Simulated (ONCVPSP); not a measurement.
**Transferability test, ONCV potential for Rh**

```
Element                 : rhodium (Rh)
Generator               : ONCVPSP 4.0.1
Type                    : optimised norm-conserving Vanderbilt (ONCV)
Functional              : PBEsol
Relativity              : fully relativistic
Frozen core             : [Ar] 3d10
Valence charge          : 17
Reference configuration : 4s2 4p6 4d8 5s0.75 (charge +0.25)
Partial waves           : 4s+5s: rc 1.60 bohr, ncon 4, nbas 8, qcut 7.1 1/bohr, 3 projectors, debl 1.9 Ha; 4p: rc 1.10 bohr, ncon 4, nbas 9, qcut 8.9 1/bohr, 1 projector; 4d: rc 1.25 bohr, ncon 4, nbas 7, qcut 7.4 1/bohr, 2 projectors, debl 1 Ha; f scattering state at 0.26 Ha: rc 1.20 bohr, ncon 4, nbas 7, qcut 9 1/bohr, 2 projectors, debl 3.9 Ha
Local potential         : polynomial inside 1.05 bohr (lpopt 4, dvloc0 0 Ha)
Core correction         : Teter function fitted to the true core (icmod 2), fcfact 0.4
```

Open shells are filled in proportion to 2j + 1.

Energies are relative to the spin-unpolarised reference configuration 4s2 4p6 4d8 5s0.75; without spin polarisation the order of configurations can differ from experiment.

(1) Give the all-electron excitation energy and the error of the potential for: 4s2 4p6 4d8 5s1; 4s2 4p6 4d8 5s0; 4s2 4p6 4d7 5s0; 4s2 4p6 4d5 5s0.

Levels in the configuration 4s2 4p6 4d8 5s0:

```
   level  all-electron (eV)  pseudo (eV)
4s j=1/2            -90.062      -90.082
4p j=3/2            -56.848      -56.855
4p j=1/2            -60.753      -60.760
4d j=5/2            -13.427      -13.427
4d j=3/2            -13.830      -13.829
```

## Answers

(1)

| valence configuration | charge | ΔE all-electron (eV) | error AE − PS (meV) |
| --- | --- | --- | --- |
| 4s2 4p6 4d8 5s1 | 0 | -1.271 | -0.1 |
| 4s2 4p6 4d8 5s0 | +1 | 6.193 | -0.4 |
| 4s2 4p6 4d7 5s0 | +2 | 25.703 | +0.6 |
| 4s2 4p6 4d5 5s0 | +4 | 105.113 | +21 |
